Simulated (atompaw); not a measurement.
## Scattering properties, PAW (atompaw) potential for Au

```
Element                 : gold (Au)
Generator               : atompaw 4.2.0.5
Type                    : PAW
Functional              : PBEsol
Relativity              : scalar-relativistic
Frozen core             : [Kr] 4d10 4f14
Valence charge          : 19
Reference configuration : 5s2 5p6 5d10 6s1 6p0
Partial waves           : 5s (bound); 6s (bound); 5p (bound); 6p (bound, empty); 5d (bound); 5d channel at 2.4 Ry
Local potential         : vpsmatchnc scheme with l = 3 at 0.5 Ry, radius 1.70 bohr
Core correction         : smooth core density matched at 1.20 bohr
Augmentation charge     : sinc compensation charge, radius 1.50 bohr; PAW radius 1.90 bohr; waves and projectors: bloechl
```

The phase is arctan(r·u′/u) with u = r·R(r), unwrapped; energies in Ry, scanned from -10 to 5 Ry. A pole is an energy at which the radial function vanishes at the test radius. The pseudo phase is shifted by a multiple of π to meet the all-electron one at the reference energy, and phase errors are pseudo minus all-electron; the curves can meet again beyond the range given. Levels narrower than the energy grid can be missing from the lists of poles.

Question: For each channel, where are the poles, and over which energies does the pseudopotential scatter like the atom?

Answer:

| channel | radius (bohr) | reference energy (Ry) | poles, all-electron | poles, pseudo | unbroken range about the reference energy with phases within 0.05 rad | phase error 1 Ry above the reference energy (rad) |
| --- | --- | --- | --- | --- | --- | --- |
| s | 1.91 | -0.43 | -7.82 | -7.82, 1.35 | below 0.3 | -0.129 |
| p | 1.91 | -0.05 | -3.97 | -3.97 | below 2.5 | -0.001 |
| d | 1.91 | -0.51 | 1.00 | 1.00 | the whole range | -0.000 |

Phases in the s channel:

| E (Ry) | all-electron | pseudo |
| --- | --- | --- |
| -10.00 | 1.365 | 1.362 |
| -9.52 | 1.350 | 1.346 |
| -9.04 | 1.323 | 1.319 |
| -8.56 | 1.252 | 1.246 |
| -8.08 | -0.627 | -0.637 |
| -7.60 | -1.661 | -1.663 |
| -7.12 | -1.724 | -1.728 |
| -6.64 | -1.753 | -1.756 |
| -6.16 | -1.772 | -1.777 |
| -5.68 | -1.790 | -1.794 |
| -5.20 | -1.807 | -1.812 |
| -4.72 | -1.825 | -1.830 |
| -4.24 | -1.845 | -1.851 |
| -3.76 | -1.868 | -1.875 |
| -3.28 | -1.896 | -1.903 |
| -2.80 | -1.930 | -1.937 |
| -2.32 | -1.973 | -1.980 |
| -1.84 | -2.031 | -2.038 |
| -1.36 | -2.112 | -2.117 |
| -0.88 | -2.232 | -2.234 |
| -0.40 | -2.421 | -2.421 |
| 0.08 | -2.733 | -2.748 |
| 0.56 | -3.202 | -3.325 |
| 1.04 | -3.691 | -4.105 |
| 1.52 | -4.033 | -5.192 |
| 2.00 | -4.241 | -6.678 |
| 2.48 | -4.371 | -7.182 |
| 2.96 | -4.459 | -7.391 |
| 3.44 | -4.521 | -7.508 |
| 3.92 | -4.567 | -7.586 |
| 4.40 | -4.604 | -7.641 |
| 4.88 | -4.634 | -7.683 |
